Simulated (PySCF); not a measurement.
BClGeHO, GeH3OSi, CH3BGeO, BGeH2NO and others (calculated)

All values are calculated (PySCF 2.14.0). Calculation on a computer-drawn molecule: optimised geometry and harmonic frequencies of an isolated molecule of the commonest isotopes, restricted reference for singlets and unrestricted otherwise, frozen core in MP2; on germanium a core potential holds 10 electrons, which the energies leave out, and 3d is frozen in MP2 and coupled-cluster steps.

Common to all runs: basis and core potential on germanium cc-pVDZ-PP ECP10MDF.

(1) BClGeHO

Start structure:
```xyz
5
BClGeHO
O     -0.1010    -1.4243     1.6301
B     -0.3180    -0.8527     0.6618
Ge    -0.7299     0.0986    -1.1112
Cl    -1.9801     1.6836    -0.4968
H      0.5254     0.8429    -1.5437
```

Here we set charge 0, multiplicity 2, method HF and basis cc-pV(D+d)Z.

It finds rotational constants 6.911, 1.986, 1.557 GHz; total energy -853.0836 hartree; spin squared 0.7564; convergence status largest gradient component 3.027e-05 hartree/bohr.

Drawn bonds:
| atom | other atom | order |
| --- | --- | --- |
| 1 | 2 | 2 |
| 2 | 3 | 1 |
| 3 | 4 | 1 |
| 3 | 5 | 1 |

Optimised structure:
```xyz
5
BClGeHO
O     -0.0834    -1.5251     1.6615
B     -0.2976    -0.8658     0.7008
Ge    -0.6922     0.1732    -1.0362
Cl    -2.0908     1.7542    -0.5559
H      0.5604     0.8116    -1.6300
```

Modes:
| frequency (cm⁻¹) | reduced mass (dalton) |
| --- | --- |
| 102.4 | 23.65 |
| 301 | 4.191 |
| 381.5 | 11.73 |
| 419.2 | 20.24 |
| 447.6 | 25.3 |
| 608.4 | 1.24 |
| 738.7 | 1.066 |
| 2140 | 11.47 |
| 2238 | 1.028 |

(2) BClGeHO

Start structure:
```xyz
5
BClGeHO
O     -0.0834    -1.5251     1.6615
B     -0.2976    -0.8658     0.7008
Ge    -0.6922     0.1732    -1.0362
Cl    -2.0908     1.7542    -0.5559
H      0.5604     0.8116    -1.6300
```

Settings of this run: charge 0, multiplicity 2, method MP2 and basis cc-pV(D+d)Z.

The calculation gives: rotational constants 6.927, 1.964, 1.544 GHz; total energy -853.5526 hartree; spin squared 0.7567; convergence status largest gradient component 3.067e-05 hartree/bohr.

Drawn bonds:
| atom | other atom | order |
| --- | --- | --- |
| 1 | 2 | 2 |
| 2 | 3 | 1 |
| 3 | 4 | 1 |
| 3 | 5 | 1 |

Optimised structure:
```xyz
5
BClGeHO
O     -0.0836    -1.5442     1.6824
B     -0.2936    -0.8602     0.6929
Ge    -0.6936     0.1770    -1.0327
Cl    -2.0958     1.7584    -0.5611
H      0.5631     0.8170    -1.6412
```

Modes:
| frequency (cm⁻¹) | reduced mass (dalton) |
| --- | --- |
| 94.07 | 23.64 |
| 271.7 | 4.381 |
| 349.4 | 11.38 |
| 409.3 | 19.19 |
| 444 | 28.8 |
| 568 | 1.232 |
| 702.3 | 1.061 |
| 1910 | 12.32 |
| 2174 | 1.022 |

(3) GeH3OSi

Start structure:
```xyz
6
GeH3OSi
O     -2.5517    -2.4184    -3.0213
Si    -2.5716    -1.4014    -1.9182
Ge    -0.7235    -0.8779    -0.5620
H     -3.7955    -0.4850    -1.6593
H     -0.4461    -2.1881     0.1718
H     -1.4215    -0.2100     0.6908
```

Here we set charge 0, multiplicity 2, method HF and basis cc-pV(D+d)Z.

The calculation gives: rotational constants 26.95, 2.284, 2.115 GHz; total energy -658.8859 hartree; spin squared 0.7699; convergence status largest gradient component 2.942e-05 hartree/bohr.

Drawn bonds:
| atom | other atom | order |
| --- | --- | --- |
| 1 | 2 | 2 |
| 2 | 3 | 1 |
| 2 | 4 | 1 |
| 3 | 5 | 1 |
| 3 | 6 | 1 |

Optimised structure:
```xyz
6
GeH3OSi
O     -2.6298    -2.5080    -2.9514
Si    -2.6727    -1.3933    -1.9469
Ge    -0.9776    -0.9840    -0.3608
H     -3.7283    -0.3581    -1.9089
H     -0.0897    -2.1651     0.0099
H     -1.4118    -0.1723     0.8600
```

Modes:
| frequency (cm⁻¹) | reduced mass (dalton) |
| --- | --- |
| 177 | 1.352 |
| 187 | 4.026 |
| 314.5 | 2.35 |
| 434.8 | 1.331 |
| 522 | 1.335 |
| 564.1 | 1.322 |
| 887.5 | 1.073 |
| 928.4 | 1.059 |
| 1295 | 16.75 |
| 2228 | 1.019 |
| 2257 | 1.022 |
| 2321 | 1.044 |

(4) CH3BGeO

Start structure:
```xyz
7
CH3BGeO
O     -1.4924     0.0264     2.9342
B     -1.1771    -1.2175     2.8570
C     -0.8206    -2.5104     2.5069
Ge     0.7461    -2.7307     1.4174
H     -0.9850     0.5647     3.5774
H     -1.3179    -3.4117     2.8223
H      1.0383    -1.1129     1.3064
```

Settings of this run: charge 0, multiplicity 1, method HF and basis cc-pVDZ.

Results for CH3BGeO: rotational constants 18.79, 2.109, 1.905 GHz; total energy -432.5348 hartree; convergence status largest gradient component 2.497e-05 hartree/bohr.

Drawn bonds:
| atom | other atom | order |
| --- | --- | --- |
| 1 | 2 | 1 |
| 2 | 3 | 2 |
| 3 | 4 | 1 |
| 1 | 5 | 1 |
| 3 | 6 | 1 |
| 4 | 7 | 1 |

Optimised structure:
```xyz
7
CH3BGeO
O     -1.4238     0.0501     2.9004
B     -1.1454    -1.2183     2.7374
C     -0.8338    -2.5616     2.5200
Ge     0.7602    -2.6582     1.4513
H     -0.9425     0.5001     3.5821
H     -1.3510    -3.4407     2.8736
H      0.9277    -1.0635     1.3569
```

Modes:
| frequency (cm⁻¹) | reduced mass (dalton) |
| --- | --- |
| 131.5 | 5.137 |
| 245.8 | 1.307 |
| 362.8 | 1.254 |
| 417.4 | 7.088 |
| 475.5 | 3.09 |
| 643.5 | 2.332 |
| 774.5 | 1.086 |
| 849.7 | 1.618 |
| 949 | 1.621 |
| 1045 | 1.284 |
| 1126 | 2.387 |
| 1814 | 6.417 |
| 1902 | 1.071 |
| 3393 | 1.094 |
| 4133 | 1.066 |

(5) BGeH2NO

Start structure:
```xyz
6
BGeH2NO
O      2.0446    -1.5019    -1.1262
B      1.0266    -1.0695    -0.3125
N      0.1459    -0.6281     0.4603
Ge    -0.9960     0.0221     1.6780
H      1.8722    -1.8088    -2.0249
H     -2.2455    -0.0746     0.6013
```

Settings of this run: charge 0, multiplicity 1, method HF and basis cc-pVDZ.

Results for BGeH2NO: rotational constants 153.8, 1.546, 1.53 GHz; total energy -448.5945 hartree; convergence status largest gradient component 1.839e-05 hartree/bohr.

Drawn bonds:
| atom | other atom | order |
| --- | --- | --- |
| 1 | 2 | 1 |
| 2 | 3 | 2 |
| 3 | 4 | 1 |
| 1 | 5 | 1 |
| 4 | 6 | 1 |

Optimised structure:
```xyz
6
BGeH2NO
O      2.0777    -1.5282    -1.0945
B      1.0919    -1.0754    -0.3384
N      0.1581    -0.6454     0.3812
Ge    -1.0046     0.0024     1.6164
H      1.8284    -1.7712    -1.9754
H     -2.3038    -0.0432     0.6867
```

Modes:
| frequency (cm⁻¹) | reduced mass (dalton) |
| --- | --- |
| 87.07 | 5.716 |
| 103.8 | 7.138 |
| 252.7 | 1.08 |
| 436.4 | 5.57 |
| 472.4 | 7.676 |
| 535.1 | 11.82 |
| 855.7 | 1.086 |
| 1071 | 1.282 |
| 1186 | 11.92 |
| 1927 | 1.03 |
| 2131 | 10.5 |
| 4148 | 1.066 |

(6) BGeH2NO

Start structure:
```xyz
6
BGeH2NO
O      2.0777    -1.5282    -1.0945
B      1.0919    -1.0754    -0.3384
N      0.1581    -0.6454     0.3812
Ge    -1.0046     0.0024     1.6164
H      1.8284    -1.7712    -1.9754
H     -2.3038    -0.0432     0.6867
```

It was run with charge 0, multiplicity 1, method MP2 and basis cc-pVDZ.

The calculation gives: rotational constants 143.9, 1.498, 1.483 GHz; total energy -449.0912 hartree; convergence status largest gradient component 5.672e-06 hartree/bohr.

Drawn bonds:
| atom | other atom | order |
| --- | --- | --- |
| 1 | 2 | 1 |
| 2 | 3 | 2 |
| 3 | 4 | 1 |
| 1 | 5 | 1 |
| 4 | 6 | 1 |

Optimised structure:
```xyz
6
BGeH2NO
O      2.1248    -1.5387    -1.0976
B      1.1033    -1.0821    -0.3514
N      0.1342    -0.6450     0.3684
Ge    -1.0229     0.0148     1.6418
H      1.8300    -1.7758    -1.9884
H     -2.3217    -0.0341     0.7031
```

Modes:
| frequency (cm⁻¹) | reduced mass (dalton) |
| --- | --- |
| 70.78 | 4.649 |
| 91.03 | 7.492 |
| 287.8 | 1.079 |
| 373 | 4.501 |
| 429.1 | 15.2 |
| 462.7 | 11.42 |
| 798.3 | 1.082 |
| 1020 | 1.293 |
| 1111 | 8.725 |
| 1904 | 1.045 |
| 1995 | 9.08 |
| 3868 | 1.066 |

(7) CH3BGeO

Start structure:
```xyz
7
CH3BGeO
O      1.2240    -2.0689    -0.1920
C      0.5113    -1.2786    -1.0618
B     -0.7532    -0.5763    -1.0104
Ge    -2.4119     0.4292    -0.9908
H      0.7336    -2.0478     0.6537
H      1.0194    -1.2807    -2.0775
H     -2.1030     0.7314    -2.5878
```

It was run with charge 0, multiplicity 1, method HF and basis cc-pVDZ.

The calculation gives: rotational constants 43.33, 1.411, 1.367 GHz; total energy -432.4387 hartree; convergence status largest gradient component 1.926e-05 hartree/bohr.

Drawn bonds:
| atom | other atom | order |
| --- | --- | --- |
| 1 | 2 | 1 |
| 2 | 3 | 2 |
| 3 | 4 | 1 |
| 1 | 5 | 1 |
| 2 | 6 | 1 |
| 4 | 7 | 1 |

Optimised structure:
```xyz
7
CH3BGeO
O      1.2009    -2.0375    -0.1702
C      0.5315    -1.3244    -1.0896
B     -0.6957    -0.6037    -1.0451
Ge    -2.4237     0.4276    -1.0278
H      0.7384    -2.0384     0.6552
H      1.0590    -1.3183    -2.0406
H     -2.1902     0.8030    -2.5485
```

Modes:
| frequency (cm⁻¹) | reduced mass (dalton) |
| --- | --- |
| 112.3 | 4.687 |
| 120.9 | 4.398 |
| 330.1 | 3.677 |
| 390.2 | 1.078 |
| 471.8 | 2.212 |
| 495.2 | 1.52 |
| 711.8 | 2.064 |
| 923.7 | 1.435 |
| 1195 | 6.669 |
| 1254 | 1.248 |
| 1431 | 1.536 |
| 1661 | 2.778 |
| 2001 | 1.021 |
| 3311 | 1.085 |
| 4142 | 1.067 |

(8) CH5GeO

Start structure:
```xyz
8
CH5GeO
O     -0.0171     1.8412     0.5150
C     -1.3557     1.4403     0.0387
Ge    -1.8204     0.0725     1.4174
H      0.6694     1.0866     0.4503
H     -1.2492     1.0416    -0.9789
H     -1.9812     2.3430     0.1253
H     -0.4689    -0.8172     1.3531
H     -1.3614     0.8124     2.7503
```

It was run with charge 0, multiplicity 2, method HF and basis cc-pVDZ.

The calculation gives: rotational constants 27.18, 3.631, 3.433 GHz; total energy -408.9663 hartree; spin squared 0.7544; convergence status largest gradient component 2.991e-05 hartree/bohr.

Drawn bonds:
| atom | other atom | order |
| --- | --- | --- |
| 1 | 2 | 1 |
| 2 | 3 | 1 |
| 1 | 4 | 1 |
| 2 | 5 | 1 |
| 2 | 6 | 1 |
| 3 | 7 | 1 |
| 3 | 8 | 1 |

Optimised structure:
```xyz
8
CH5GeO
O      0.0875     1.9902     0.3076
C     -1.1965     1.4522     0.1026
Ge    -1.6691     0.0930     1.4778
H      0.7362     1.3164     0.1681
H     -1.3018     1.0232    -0.8988
H     -1.9004     2.2799     0.1757
H     -0.6310    -1.0468     1.4553
H     -1.7094     0.7122     2.8830
```

Modes:
| frequency (cm⁻¹) | reduced mass (dalton) |
| --- | --- |
| 148.8 | 1.145 |
| 240.3 | 4.867 |
| 330.5 | 1.088 |
| 515 | 1.03 |
| 554.1 | 2.291 |
| 716.9 | 1.484 |
| 889.1 | 1.338 |
| 920.6 | 1.039 |
| 1150 | 6.776 |
| 1239 | 1.035 |
| 1392 | 1.231 |
| 1494 | 1.207 |
| 1582 | 1.077 |
| 2165 | 1.019 |
| 2192 | 1.022 |
| 3176 | 1.066 |
| 3268 | 1.099 |
| 4145 | 1.067 |

(9) GeH6O2Si

Start structure:
```xyz
10
GeH6O2Si
O     -2.0325     4.2871    -0.9903
Si    -0.6092     3.5942    -0.5945
Ge    -0.7760     1.2323    -0.7798
O      0.7229     0.5014    -0.2813
H     -2.5372     4.0963    -1.7889
H     -0.4499     3.9950     0.8069
H      0.3915     4.0969    -1.4442
H     -1.8555     0.4171    -0.0732
H     -0.7515     0.6258    -2.2183
H      1.1116     0.6789     0.6166
```

Settings of this run: charge 0, multiplicity 1, method HF and basis cc-pV(D+d)Z.

Results for GeH6O2Si: rotational constants 8.914, 1.679, 1.473 GHz; total energy -735.5917 hartree; convergence status largest gradient component 2.325e-05 hartree/bohr.

Drawn bonds:
| atom | other atom | order |
| --- | --- | --- |
| 1 | 2 | 1 |
| 2 | 3 | 1 |
| 3 | 4 | 1 |
| 1 | 5 | 1 |
| 2 | 6 | 1 |
| 2 | 7 | 1 |
| 3 | 8 | 1 |
| 3 | 9 | 1 |
| 4 | 10 | 1 |

Optimised structure:
```xyz
10
GeH6O2Si
O     -2.1598     4.2230    -1.0288
Si    -0.7044     3.5706    -0.5807
Ge    -0.7106     1.1707    -0.7839
O      0.9004     0.5305    -0.3244
H     -2.4108     4.2154    -1.9400
H     -0.5024     3.9509     0.8313
H      0.4012     4.1203    -1.4000
H     -1.7800     0.5124     0.1031
H     -0.8982     0.6986    -2.2281
H      1.0788     0.5327     0.6046
```

Modes:
| frequency (cm⁻¹) | reduced mass (dalton) |
| --- | --- |
| 44.67 | 3.749 |
| 103.7 | 6.866 |
| 141.9 | 1.078 |
| 197.3 | 1.116 |
| 217.9 | 7.338 |
| 362.8 | 1.05 |
| 388.4 | 8.467 |
| 592.5 | 1.253 |
| 713 | 5.933 |
| 723.4 | 1.112 |
| 774.3 | 1.041 |
| 826.3 | 1.194 |
| 868.5 | 3.057 |
| 926.9 | 1.086 |
| 931.2 | 1.267 |
| 963.3 | 1.111 |
| 981.3 | 1.205 |
| 1026 | 1.071 |
| 2196 | 1.021 |
| 2228 | 1.019 |
| 2302 | 1.04 |
| 2332 | 1.041 |
| 4159 | 1.067 |
| 4176 | 1.067 |

(10) AlGeH3N

Start structure:
```xyz
6
AlGeH3N
Al    -2.0661    -0.8586    -2.1139
N     -0.8746    -0.6733    -0.8930
Ge     0.3491    -0.0266    -0.0112
H     -3.1529    -0.9118    -3.2591
H      0.8388    -0.8513     1.2072
H      1.1122     1.2363    -0.3813
```

Settings of this run: charge 1, multiplicity 1, method HF and basis cc-pV(D+d)Z.

It finds rotational constants 148.9, 2.015, 1.988 GHz; total energy -591.2291 hartree; convergence status largest gradient component 3.839e-05 hartree/bohr.

Drawn bonds:
| atom | other atom | order |
| --- | --- | --- |
| 1 | 2 | 1 |
| 2 | 3 | 2 |
| 1 | 4 | 1 |
| 3 | 5 | 1 |
| 3 | 6 | 1 |

Optimised structure:
```xyz
6
AlGeH3N
Al    -2.0726    -0.7925    -2.1490
N     -0.8510    -0.4154    -1.0972
Ge     0.3964    -0.0297    -0.0227
H     -3.2083    -1.1434    -3.1269
H      0.7137    -0.9250     1.1557
H      1.2283     1.2207    -0.2112
```

Modes:
| frequency (cm⁻¹) | reduced mass (dalton) |
| --- | --- |
| 117.8 | 4.461 |
| 137.8 | 5.385 |
| 461.2 | 1.162 |
| 469.3 | 1.202 |
| 534.1 | 16.7 |
| 667.3 | 1.157 |
| 718.9 | 1.082 |
| 953.4 | 1.03 |
| 1351 | 12.5 |
| 2173 | 1.052 |
| 2324 | 1.014 |
| 2331 | 1.027 |
